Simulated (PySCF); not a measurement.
Species: C₆H₁₄AlN.
Numbering: `[CH3:1][C:2]#[C:3][CH2:4][N+:5]([CH3:6])([CH3:7])[AlH3-:8]` (hydrogens: H9, H10, H11 on C1; H12, H13 on C4; H14, H15, H16 on C6; H17, H18, H19 on C7; H20, H21, H22 on Al8)

Structure used (PBE0-D3(BJ)/def2-SVP), in Å, numbered top down from 1:
```
atom  x, y, z in Å
C1     4.593   -0.926    0.936
C2     3.336   -0.234    0.712
C3     2.291    0.354    0.526
C4     1.034    1.058    0.298
N5    -0.178    0.234    0.518
C6    -0.214   -0.909   -0.404
C7    -0.259   -0.222    1.912
Al8   -1.818    1.445    0.127
H9     5.233   -0.366    1.635
H10    4.422   -1.925    1.366
H11    5.150   -1.056   -0.004
H12    0.958    1.937    0.959
H13    0.988    1.440   -0.735
H14    0.638   -1.585   -0.225
H15   -1.157   -1.454   -0.259
H16   -0.178   -0.542   -1.439
H17    0.600   -0.864    2.166
H18   -0.273    0.650    2.580
H19   -1.194   -0.782    2.050
H20   -1.523    1.813   -1.412
H21   -1.555    2.604    1.213
H22   -3.009    0.405    0.425
```

The closed-shell ground state was solved at several levels (PySCF, density fitting, gas phase, non-relativistic).

| level | basis functions | total energy (Eh) | HOMO (eV) | LUMO (eV) | gap (eV) | dipole (D) |
| --- | --- | --- | --- | --- | --- | --- |
| PBE0/pcSseg-1 | 213 | -533.6569 | -7.34 | 0.18 | 7.52 | 6.20 |
| B3LYP/pcSseg-1 | 213 | -534.1718 | -7.13 | 0.01 | 7.14 | 6.18 |

Task: What might PBE0/def2-SVPD (276 basis functions) give for the same quantities?

Result: Total energy -533.4313 Eh, HOMO -7.32 eV, LUMO 0.10 eV, gap 7.42 eV, dipole 5.99 D.

Task: Over all these levels, which gives the widest orbital gap and which the narrowest?

Result: PBE0/pcSseg-1 (global hybrid, 25 % exact exchange) has the widest, 7.52 eV, and B3LYP/pcSseg-1 (global hybrid, 20 % exact exchange) the narrowest, 7.14 eV. The two share the basis. From the narrowest to the widest the HOMO moves by -0.21 eV and the LUMO by +0.17 eV.

Task: How far do the dipole and the HOMO energy spread over the levels?

Result: The dipole runs from 5.99 to 6.20 D (mean 6.12 D) and the HOMO from -7.34 to -7.13 eV.

One conformer stands for the species.
